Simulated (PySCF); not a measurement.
Two-component Hartree-Fock for Hf³⁺ (hafnium, charge +3)

Start: [Xe] 4f14 5d1; 5d3/2 filled at m_j = +3/2. Calculated with PySCF 2.14 in x2c-SVPall-2c: generalised Hartree-Fock with the X2C-1e Hamiltonian and a Gaussian nucleus; one run each with spin-orbit coupling (SO) switched off, then screened by Boettger's factors.

```tsv
spinor shell	electrons	ε, spin-free (eV)	ε, screened SO (eV)	weight of nominal j (screened SO)	rms radius, screened SO (bohr)
1s1/2	2	-65716.5	-65698.1	1.000	0.0215
2s1/2	2	-11399.9	-11394.0	1.000	0.0869
2p1/2	2	-10015.1	-10864.3	1.000	0.0740
2p3/2	4	-10015.1	-9666.2	1.000	0.0812
3s1/2	2	-2679.1	-2677.0	1.000	0.222
3p1/2	2	-2257.9	-2442.1	1.000	0.214
3d3/2	4	-1754.6	-1787.3	1.000	0.202
3d5/2	6	-1754.6	-1730.8	1.000	0.206
4s1/2	2	-592.89	-592.16	1.000	0.498
4p1/2	2	-452.18	-494.51	1.000	0.508
4p3/2	4	-452.18	-434.15	1.000	0.541
4d3/2	4	-266.76	-273.19	1.000	0.570
4d5/2	6	-266.76	-261.73	1.000	0.583
5s1/2	2	-107.90	-107.69	1.000	1.22
5p1/2	2	-70.852	-76.734	0.998	1.42
5p3/2	4	-70.852	-68.099	0.998	1.45
4f5/2	6	-59.395	-60.021	0.998	0.741
4f7/2	8	-59.395	-58.238	0.999	0.742
5d3/2	1	-32.381	-32.759	1.000	2.13
```

**Question.** Where does 3p3/2 lie, and what is the 3p spin-orbit splitting (screened SO)?

**Answer.** At -2180.7 eV, 261.40 eV above 3p1/2.

```tsv
quantity	spin-free	screened SO
E (hartree)	-15064.73786	-15080.50002
M_J	3/2	3/2
⟨J²⟩	4.651	3.752
⟨L²⟩	6.006	6.090
⟨S²⟩	0.751	0.837
```

Each row is a mean over spinors that exchange with the open shell spreads, by up to 2.850 eV (5p1/2).

Breit and QED terms are absent; they matter most for the inner s and p1/2 levels.

Densities and radii are taken from the X2C orbitals without a picture-change correction, which distorts them close to the nucleus.

Without spin-orbit coupling the j labels of p, d and f shells carry no meaning; the spin-free column gives the mean over the occupied spinors of each nl shell, and its ⟨J²⟩ belongs to a mixture of degenerate components.
